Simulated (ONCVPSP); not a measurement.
**Cutoff test, lutetium (Lu), ONCV**

ONCVPSP 4.0.1 input, shortened (lines: element, Z, core and valence counts, functional; n l f; lmax; l rc ep ncon nbas qcut; lloc lpopt rc5 dvloc0; l nproj debl; icmod fcfact rcfact), PBE, scalar-relativistic:

```
  Lu 71.00    9    5        4      upf
    1    0    2.00
    2    0    2.00
    2    1    6.00
    3    0    2.00
    3    1    6.00
    3    2   10.00
    4    0    2.00
    4    1    6.00
    4    2   10.00
    4    3   14.00
    5    0    2.00
    5    1    6.00
    5    2    1.00
    6    0    2.00
    3
    0    2.20    0.00    4    8    6.20
    1    2.20    0.00    3    6    5.40
    2    2.95    0.00    4    8    5.30
    3    1.10    0.00    4    9   16.50
    4    5    0.80    1.00
    0    2    1.20
    1    2    2.90
    2    1    1.10
    3    2    3.20
    3    6.00    1.30
```

**Question.** For each optimised wave give the share of its norm inside rc, the residual kinetic energy above qcut (Ha) and the cutoffs (Ha) for errors of 10, 1, 0.1 and 0.01 mHa per electron.

**Answer.**

```json
{"wave": "5s", "norm inside rc": "0.984", "residual KE": "1.4e-07", "10 mHa": "4.2", "1 mHa": "10.8", "0.1 mHa": "13.7", "0.01 mHa": "15.9"}
{"wave": "6s", "norm inside rc": "0.103", "residual KE": "5.5e-07", "10 mHa": "3.4", "1 mHa": "10.4", "0.1 mHa": "13.9", "0.01 mHa": "16.4"}
{"wave": "5p", "norm inside rc": "0.930", "residual KE": "6.0e-07", "10 mHa": "7.4", "1 mHa": "9.6", "0.1 mHa": "11.4", "0.01 mHa": "13.0"}
{"wave": "p projector 2", "norm inside rc": "0.201", "residual KE": "1.6e-05", "10 mHa": "7.2", "1 mHa": "9.7", "0.1 mHa": "11.8", "0.01 mHa": "22.9"}
{"wave": "5d", "norm inside rc": "0.606", "residual KE": "1.4e-07", "10 mHa": "6.4", "1 mHa": "8.7", "0.1 mHa": "10.4", "0.01 mHa": "11.8"}
{"wave": "4f", "norm inside rc": "0.856", "residual KE": "6.7e-06", "10 mHa": "100.3", "1 mHa": "113.3", "0.1 mHa": "123.4", "0.01 mHa": "134.4"}
{"wave": "f projector 2", "norm inside rc": "0.050", "residual KE": "4.7e-06", "10 mHa": "93.2", "1 mHa": "109.8", "0.1 mHa": "122.5", "0.01 mHa": "133.2"}
```

The occupied waves need 113 Ha and 123 Ha for 1 and 0.1 mHa. Note: ghosts flagged at negative energy: s at -260.8 eV; GHOST(+) flagged for p at 30.5 eV, d at 105.1 eV. A true bound ghost makes a file unfit for plane-wave use. 1 of 4 tests not solved or not reliable.
